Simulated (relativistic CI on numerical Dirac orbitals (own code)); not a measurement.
**Pm⁶⁰⁺: computed level list**

These numbers are calculated, not measured: Dirac equation for one electron, model QED (radiative potential, 1s self-energy scaled to tabulated hydrogen-like ionisation energies) (own radial code, finite nucleus).

Configuration list: 1s, 2s, 2p, 3s, 3p, 3d, 4s, 4p, 4d, 4f, 5s, 5p, 5d, 5f, 5g, 6s, 6p, 6d. Levels of other configurations are missing.

The lowest level is 1s ²S1/2, with 100 % of that term; Hund's rules for 1s give ²S with J = 1/2, in agreement.

```csv
No.,Configuration,Term,J,E (eV),%,Landé g,Lifetime (s)
1,1s,²S,1/2,0.0,100,1.863,
2,2p,²P°,1/2,39813.2,100,0.631,1.13e-16
3,2s,²S,1/2,39824.4,100,1.967,
4,2p,²P°,3/2,40530.6,100,1.307,1.21e-16
5,3p,²P°,1/2,47412.8,100,0.650,3.87e-16
6,3s,²S,1/2,47416.2,100,1.987,7.75e-15
7,3d,²D,3/2,47625.7,100,0.788,1.01e-15
8,3p,²P°,3/2,47626.2,100,1.322,3.91e-16
9,3d,²D,5/2,47690.0,100,1.189,1.09e-15
10,4p,²P°,1/2,50042.5,100,0.657,9.22e-16
11,4s,²S,1/2,50043.9,100,1.994,1.15e-14
12,4d,²D,3/2,50131.9,100,0.793,2.32e-15
13,4p,²P°,3/2,50132.1,100,1.327,9.09e-16
14,4f,²F°,5/2,50159.0,100,0.850,5.03e-15
15,4d,²D,5/2,50159.1,100,1.194,2.51e-15
16,4f,²F°,7/2,50172.3,100,1.137,5.16e-15
17,5p,²P°,1/2,51246.9,100,0.660,1.80e-15
18,5s,²S,1/2,51247.6,100,1.997,1.82e-14
19,5d,²D,3/2,51292.5,100,0.795,4.43e-15
20,5p,²P°,3/2,51292.6,100,1.330,1.75e-15
21,5f,²F°,5/2,51306.4,100,0.853,9.66e-15
22,5d,²D,5/2,51306.4,100,1.196,4.82e-15
23,5g,²G,7/2,51313.2,100,0.885,1.66e-14
24,5f,²F°,7/2,51313.2,100,1.139,9.91e-15
25,5g,²G,9/2,51317.3,100,1.107,1.68e-14
26,6p,²P°,1/2,51896.0,100,0.662,3.11e-15
27,6s,²S,1/2,51896.4,100,1.999,2.80e-14
28,6d,²D,3/2,51922.2,100,0.797,7.54e-15
29,6p,²P°,3/2,51922.3,100,1.331,3.01e-15
30,6d,²D,5/2,51930.3,100,1.198,8.21e-15
```

Energies count from the lowest computed level; ° marks odd parity; lifetimes are radiative, by E1, M1, E2, M2 decay to levels of this space only; some are left blank where a channel outside the calculation adds to the decay or the decay crosses a small, uncertain gap.
